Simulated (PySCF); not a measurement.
Cartesian coordinates in Å; atom numbers follow the order of the lines, from 1:
```xyz
30

C     3.7122   -2.4975    0.7092
O     2.4992   -1.7804    0.8546
P     2.5395   -0.1843    1.0041
O     3.2938    0.3952    2.1275
O     3.0780    0.2391   -0.4591
C     3.7401    1.4804   -0.6375
O     0.9850    0.1641    1.0178
C     0.0862   -0.3047    0.0176
C    -1.3133    0.0971    0.4161
C    -2.3556   -0.3650   -0.5890
C    -3.7764    0.1179   -0.3063
C    -4.3443   -0.4075    1.0025
O    -4.6248   -0.1868   -1.3892
H     4.1443   -2.3296   -0.2900
H     3.4785   -3.5628    0.8315
H     4.4407   -2.1953    1.4778
H     4.4060    1.3789   -1.5049
H     4.3264    1.7394    0.2566
H     3.0118    2.2829   -0.8362
H     0.3632    0.1331   -0.9570
H     0.1747   -1.4003   -0.0699
H    -1.5164   -0.3194    1.4157
H    -1.3462    1.1948    0.5229
H    -2.3624   -1.4710   -0.6385
H    -2.0910   -0.0129   -1.6003
H    -3.7581    1.2212   -0.2628
H    -3.7680   -0.0617    1.8734
H    -4.3374   -1.5114    1.0140
H    -5.3840   -0.0704    1.1214
H    -4.6980   -1.1467   -1.4396
```

Geometry: PBE0-D3(BJ)/def2-SVP; GIAO shifts from PySCF, gas phase, non-relativistic, averaged over equivalent atoms.

At B3LYP/pcSseg-1 (313 basis functions, 2.6 min wall time on 1 thread of an Intel Xeon Platinum 8259CL, shared host):
| atoms | δ (ppm) |
| --- | --- |
| C11 | 71.8 |
| C8 | 70.5 |
| C6 | 54.4 |
| C1 | 53.1 |
| C10 | 40.4 |
| C9 | 31.8 |
| C12 | 25.4 |
| O4 | 134.3 |
| O7 | 107.7 |
| O13 | 86.0 |
| O2 | 77.5 |
| O5 | 72.0 |
| P3 | -11.3 |
| H17/H18/H19 | 3.77 |
| H21 | 3.70 |
| H14/H15/H16 | 3.65 |
| H20 | 3.61 |
| H26 | 3.39 |
| H25 | 1.52 |
| H22 | 1.44 |
| H23 | 1.40 |
| H27/H28/H29 | 1.14 |
| H24 | 0.55 |
| H30 | -0.53 |

Scale: TMS for 13C (σref 179.24) and 1H (σref 31.38); 17O (σref 334.04) vs H2O; 31P (σref 297.42) against H3PO4 (reference shieldings calculated alike).

Estimate the result of repeating the calculation with PBE0/pcSseg-1.

Results:


```csv
atoms,δ at PBE0/pcSseg-1,change
C11,69.4,-2.4
C8,68.9,-1.6
C6,53.7,-0.7
C1,52.4,-0.7
C10,38.5,-1.9
C9,30.1,-1.7
C12,24.6,-0.8
O4,133.2,-1.1
O7,103.0,-4.7
O13,80.4,-5.6
O2,73.6,-3.9
O5,68.4,-3.6
P3,-10.8,+0.5
H17/H18/H19,3.74,-0.03
H21,3.68,-0.02
H14/H15/H16,3.62,-0.03
H20,3.59,-0.02
H26,3.38,-0.01
H25,1.49,-0.03
H22,1.42,-0.02
H23,1.39,-0.01
H27/H28/H29,1.13,-0.01
H24,0.53,-0.02
H30,-0.50,+0.03
```

Chemical shifts δ = σref − σ; TMS for 13C (σ = 184.41 ppm) and 1H (σ = 31.27 ppm); H2O for 17O (σ = 334.56 ppm); 31P (σ = 310.13 ppm) vs H3PO4, all at this level.

The largest change is at O13 (alcohol oxygen). Cost: 313 basis functions, 2.7 min wall time on 1 thread of an Intel Xeon Platinum 8259CL, shared host. The order of the carbon signals is the same at both levels.

Experimental scales use liquid or dissolved standards, which lie at an offset from isolated H2O (liquid H2O: subtract about 36 ppm) and H3PO4.
